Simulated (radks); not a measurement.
The numbers below are computed, except where a source is named.
Numerical settings for the praseodymium ion Pr+, [Xe] 4f3 6s1. Level of theory: scalar-relativistic Kohn-Sham, LDA (Slater exchange, Perdew-Wang correlation), spin-polarised, spherical densities, finite nucleus; open shells are filled with parallel spins first (spin-orbit coupling, left out, can overturn this in heavy ions); Fermi nuclear charge, rms radius 4.8919 fm (a radial shooting solver on a logarithmic mesh with Libxc functionals). The defaults (mesh step 0.008 in ln r, mesh end at 40 bohr or more with all orbitals vanishing there, Anderson mixing 0.5 over 9 steps, residual threshold near 1e-9 with the energy settled to 1e-9 hartree or 1e-11 of itself, here a cap of 82 iterations) give E = -9229.9791 hartree and 4f at -7.920 eV in 14 iterations. Run on one thread of a shared host, so times are rough (Intel(R) Xeon(R) Platinum 8488C): 0.24 s of CPU time, 0.24 s wall, 14 iterations on 2360 mesh points. Changes against that run (0 stands for a change within the tolerance of the run):

| setting | iterations | converged | E (mhartree) | e(4f) (meV) | CPU (s) |
|---|---|---|---|---|---|
| mesh step in ln r 0.02 | 14 | yes | +0.000361 | 0 | 0.11 |
| mesh step in ln r 0.12 | 4 | no | diverged | - | 0.01 |
| mesh step in ln r 0.012 | 14 | yes | 0 | 0 | 0.17 |
| mesh end (bohr) 2 | 13 | level above zero | +1.89e+04 | +5.9e+04 | 0.19 |
| mesh end (bohr) 1 | 13 | level above zero | +3.34e+05 | +3.94e+05 | 0.18 |
| residual threshold 1e-16 | 82 | no | 0 | 0 | 0.61 |
| residual threshold 0.1 | 9 | yes | -0.000381 | +10.9 | 0.17 |
| mixing 0.05 | 20 | yes | 0 | 0 | 0.34 |
| linear mixing, mixing 0.5 | 30 | yes | 0 | 0 | 0.39 |
| linear mixing, mixing 1 | 82 | no | +2.06e+05 | +7.07e+03 | 3.8 |
| mixing history 3 | 18 | yes | 0 | 0 | 0.27 |
| iteration cap 8 | 8 | no | -0.000381 | +10.9 | 0.15 |

Settled on a wrong energy, with an occupied level pushed above zero by the early mesh end: mesh end (bohr) 2 (+18.9 hartree); mesh end (bohr) 1 (+334 hartree). Apart from these: no run marked as converged misses the energy by more than 1 mhartree. A mesh that ends early acts as a hard wall.
